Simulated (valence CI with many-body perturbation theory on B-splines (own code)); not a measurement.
Ru5+: electric-dipole lines

Calculated by valence CI with perturbative core correlation (CI+MBPT): three valence electrons over a frozen Dirac-Fock core [Kr], a basis of 7 s, 7 p, 8 d, 6 f, 4 g, 1 h functions for each j, with the one-electron correlation potential Σ1 (screened to all orders), the two-electron term Σ2, the three-electron term Σ3, Breit, model QED; selected single and double excitations, second order for the rest (own B-spline code, finite nucleus).

No measured levels were compared; by estimate terms of the open shell hold to 2 to 4 % of their energy, and close levels can change places; different configurations can be misplaced against each other by 1,000 to 8,000 cm⁻¹. The list stops below the first excitations out of the core.

Lines 351 to 400 of 562 in falling wavelength, among levels below 274060 cm⁻¹, chosen from the strongest by gf and those to the six lowest levels. Wavelengths and rates use the calculated energies, so an error of 2000 cm⁻¹ moves a line at 46.10 nm by 0.92 % and its rate by three times that or more. Electric multipoles are in the length gauge, E1 and E2 with the static RPA response of the core. Weak lines are less certain than strong ones. Lines between different terms over intervals too small for the method are left out, as are lines whose strength nearly cancels. Where a level lies close to another of its J and parity, the split of strength between their lines is uncertain. The highest levels of a list are the least certain.

Names give the largest LS component (configuration and term), which can be under half, so a name can repeat, a term be missing and a line seem to break the LS rules; names also repeat where a configuration has a term twice. Letters in brackets count levels of one name in rising energy.

| λ vac (nm) | Upper | Lower | A (s⁻¹) | S (a.u.) |
| --- | --- | --- | --- | --- |
| 46.10 | 4d2 5p 2P°_1/2 [a] | 4d3 2P_3/2 | 3.90e+09 | 3.77e-01 |
| 46.10 | 4d2 5p 2D°_5/2 [a] | 4d3 2G_7/2 | 1.34e+09 | 3.90e-01 |
| 46.09 | 4d2 5p 4D°_5/2 [a] | 4d3 4P_3/2 | 7.47e+08 | 2.17e-01 |
| 46.07 | 4d2 5p 2G°_7/2 [a] | 4d3 4P_5/2 | 3.10e+08 | 1.20e-01 |
| 46.05 | 4d2 5p 2G°_7/2 [b] | 4d3 2G_9/2 | 2.51e+09 | 9.66e-01 |
| 46.01 | 4d2 5p 2G°_7/2 [b] | 4d3 4P_5/2 | 5.84e+08 | 2.25e-01 |
| 45.95 | 4d2 5p 2S°_1/2 | 4d3 4P_1/2 | 1.75e+08 | 1.67e-02 |
| 45.94 | 4d2 5p 2P°_3/2 [a] | 4d3 2P_1/2 | 5.03e+08 | 9.63e-02 |
| 45.93 | 4d2 5p 2G°_7/2 [a] | 4d3 2G_7/2 | 2.25e+09 | 8.62e-01 |
| 45.92 | 4d2 5p 2S°_1/2 | 4d3 4P_3/2 | 1.90e+09 | 1.82e-01 |
| 45.86 | 4d2 5p 2G°_7/2 [b] | 4d3 2G_7/2 | 1.88e+09 | 7.16e-01 |
| 45.83 | 4d2 5p 4D°_5/2 [b] | 4d3 2D_5/2 [a] | 3.61e+08 | 1.03e-01 |
| 45.80 | 4d2 5p 4G°_7/2 | 4d3 4F_9/2 | 1.04e+08 | 3.95e-02 |
| 45.75 | 4d2 5p 2P°_3/2 [a] | 4d3 2D_3/2 [a] | 4.74e+09 | 8.95e-01 |
| 45.75 | 4d2 5p 2D°_5/2 [c] | 4d3 2F_7/2 | 6.52e+09 | 1.85e+00 |
| 45.74 | 4d2 5p 4G°_5/2 | 4d3 4F_5/2 | 5.03e+06 | 1.43e-03 |
| 45.73 | 4d2 5p 2D°_5/2 [a] | 4d3 4P_3/2 | 7.32e+07 | 2.07e-02 |
| 45.72 | 4d2 5p 4S°_3/2 | 4d3 4P_5/2 | 3.44e+09 | 6.49e-01 |
| 45.67 | 4d2 5p 4D°_3/2 [b] | 4d3 2P_1/2 | 8.47e+08 | 1.59e-01 |
| 45.66 | 4d2 5p 2D°_3/2 [b] | 4d3 2P_3/2 | 1.34e+09 | 2.53e-01 |
| 45.64 | 4d2 5p 2G°_7/2 [c] | 4d3 2H_9/2 | 1.32e+09 | 4.94e-01 |
| 45.53 | 4d2 5p 4P°_1/2 | 4d3 2P_3/2 | 3.20e+09 | 2.99e-01 |
| 45.49 | 4d2 5p 4D°_3/2 [b] | 4d3 2D_3/2 [a] | 9.60e+07 | 1.78e-02 |
| 45.46 | 4d2 5p 2G°_9/2 [a] | 4d3 2G_9/2 | 3.40e+09 | 1.58e+00 |
| 45.44 | 4d2 5p 4G°_5/2 | 4d3 4F_3/2 | 8.35e+08 | 2.32e-01 |
| 45.40 | 4d2 5p 4G°_7/2 | 4d3 4F_7/2 | 9.29e+07 | 3.43e-02 |
| 45.39 | 4d2 5p 2D°_3/2 [b] | 4d3 2D_5/2 [a] | 2.40e+09 | 4.44e-01 |
| 45.39 | 4d2 5p 4P°_3/2 | 4d3 2P_3/2 | 1.01e+09 | 1.86e-01 |
| 45.28 | 4d2 5p 2G°_9/2 [a] | 4d3 2G_7/2 | 1.88e+08 | 8.61e-02 |
| 45.27 | 4d2 5p 2G°_9/2 [b] | 4d3 2H_11/2 | 1.05e+10 | 4.79e+00 |
| 45.25 | 4d2 5p 4S°_3/2 | 4d3 4P_1/2 | 2.70e+09 | 4.93e-01 |
| 45.25 | 4d2 5p 2G°_9/2 [b] | 4d3 2H_9/2 | 4.06e+08 | 1.86e-01 |
| 45.23 | 4d2 5p 2F°_7/2 [b] | 4d3 2F_5/2 | 1.12e+08 | 4.08e-02 |
| 45.22 | 4d2 5p 4S°_3/2 | 4d3 4P_3/2 | 3.56e+09 | 6.50e-01 |
| 45.20 | 4d2 5p 2P°_1/2 [a] | 4d3 2P_1/2 | 2.88e+09 | 2.62e-01 |
| 45.19 | 4d2 5p 4F°_3/2 | 4d3 4F_5/2 | 2.33e+08 | 4.25e-02 |
| 45.19 | 4d2 5p 2D°_5/2 [b] | 4d3 2D_5/2 [a] | 1.90e+09 | 5.18e-01 |
| 45.17 | 4d2 5p 2P°_3/2 [b] | 4d3 2F_5/2 | 9.78e+08 | 1.78e-01 |
| 45.13 | 4d2 5p 2F°_7/2 [b] | 4d3 2F_7/2 | 3.69e+09 | 1.34e+00 |
| 45.12 | 4d2 5p 4P°_3/2 | 4d3 2D_5/2 [a] | 1.09e+09 | 1.98e-01 |
| 45.11 | 4d2 5p 4F°_5/2 | 4d3 4F_7/2 | 1.06e+07 | 2.88e-03 |
| 45.05 | 4d2 5p 4G°_9/2 | 4d3 4F_9/2 | 8.68e+08 | 3.91e-01 |
| 45.04 | 4d2 5p 4G°_7/2 | 4d3 4F_5/2 | 1.10e+09 | 3.97e-01 |
| 45.02 | 4d2 5p 4D°_5/2 [b] | 4d3 2D_3/2 [a] | 3.67e+08 | 9.92e-02 |
| 45.02 | 4d2 5p 2P°_1/2 [a] | 4d3 2D_3/2 [a] | 1.03e+09 | 9.25e-02 |
| 45.02 | 4d2 5p 4D°_7/2 [a] | 4d3 2H_9/2 | 5.65e+09 | 2.03e+00 |
| 45.00 | 4d2 5p 2P°_3/2 [a] | 4d3 4P_5/2 | 9.73e+08 | 1.75e-01 |
| 44.96 | 4d2 5p 4D°_7/2 [b] | 4d3 2D_5/2 [a] | 2.11e+08 | 7.57e-02 |
| 44.90 | 4d2 5p 4F°_3/2 | 4d3 4F_3/2 | 6.02e+09 | 1.07e+00 |
| 44.88 | 4d2 5p 4F°_7/2 | 4d3 4F_9/2 | 2.12e+07 | 7.55e-03 |
